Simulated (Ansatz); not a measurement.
Strength of the C–H bond: C2H8OSi → C2H7OSi + H

Gas-phase species: C2H8OSi `CC[SiH2]O`, singlet; C2H7OSi `[CH2]C[SiH2]O`, doublet; H atom, doublet. The bond broken is the one whose loss leaves C2H7OSi `[CH2]C[SiH2]O`, relaxed to its own shape; its unpaired electron may spread away from that site.

Shapes, held fixed at every level: PBE0-D4/def2-TZVP. Flexible molecules stand in one conformer, not always the lowest. Programs: Ansatz 0.2.0. The zero-point and thermal change to 298 K, harmonic and unscaled (PBE0-D4/def2-TZVP), is -31.4 kJ/mol.

Q: Estimate ΔH(298 K) of this reaction.

A: The highest level, CCSD(T)/CBS estimate, gives ΔH(298 K) = +413.8 kJ/mol; the levels span +311.8 to +438.5. The column of differences is taken from that level and isn't an error. Hartree–Fock misses the correlation of the pair that is broken and comes out low. No measured value is set beside it here. Open shells run unrestricted. The CBS estimate extrapolates MP2 from def2-TZVPP and def2-QZVPP and adds CCSD(T) − MP2 in the triple-zeta set, cores frozen.

| level | kind | ΔH(298 K) (kJ/mol) | less CCSD(T)/CBS estimate |
| --- | --- | --- | --- |
| HF/def2-SVP | Hartree–Fock | +311.8 | -102.0 |
| SPW92/def2-TZVPP | LDA | +438.5 | +24.7 |
| B3LYP-D4/def2-TZVPP | global hybrid | +402.2 | -11.6 |
| PBE0-D4/def2-TZVPP | global hybrid | +394.9 | -18.9 |
| wB97X-V/def2-TZVPP | range-separated hybrid | +409.1 | -4.7 |
| CCSD(T)/def2-TZVPP | coupled cluster or CI | +407.6 | -6.2 |
| CCSD/def2-TZVPP | coupled cluster or CI | +404.8 | -9.0 |
| CCSD(T)/CBS estimate | coupled cluster or CI | +413.8 | 0.0 |
